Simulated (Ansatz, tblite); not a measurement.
Removing and adding an electron: Hg₃TeBr₄. Charge 0, multiplicity 1. Geometry: PBE-D4/def2-SVP. Ansatz, gas phase; energy differences of separate SCF runs; the oxidised species was run as a doublet alone; the reduced species was run as a doublet alone.

Cartesian coordinates in Å:
```
Hg -0.914 0.544 -1.929
Hg 0.138 1.543 1.680
Hg 1.429 -1.810 0.172
Te 1.892 0.806 -0.215
Br -1.372 2.180 3.520
Br -0.386 -1.697 -2.856
Br -1.890 2.640 -1.016
Br 1.104 -4.205 0.645
```

In the def2 sets Hg, Te take a core potential; there is no spin–orbit coupling. The xTB rows come from tblite. HOMO above LUMO, or a gap near zero within one spin, warns that the state may not be the lowest or that an electron is smeared out. The structure comes from a short search, and lower isomers may exist.

(1) Estimate orbital energies and vertical ionisation energies and electron affinities at: GFN1-xTB; GFN2-xTB; PBE-D4/def2-SVP; PBE0-D4/def2-SVP.

## Answers

(1) 
```csv
level,−HOMO (eV),vertical IE (eV),−LUMO (eV),vertical EA (eV),HOMO–LUMO gap (eV),IE − EA (eV),remarks
GFN1-xTB,11.70,14.04,7.50,5.30,4.20,8.74,–
GFN2-xTB,12.20,14.25,8.97,6.94,3.23,7.31,–
PBE-D4/def2-SVP,6.32,8.39,3.74,1.82,2.58,6.57,"HOMO above zero (-1 doublet), gap within one spin near zero (-1 doublet)"
PBE0-D4/def2-SVP,7.39,8.81,3.04,1.70,4.35,7.11,–
```

   A HOMO above zero means that the electron is unbound at that level or that self-interaction error raises the level; the energy of removing that electron tells which. Raw xTB energy differences between charge states are shifted by several eV; the methods need an empirical correction for them. Sets without diffuse functions give affinities that are too small.
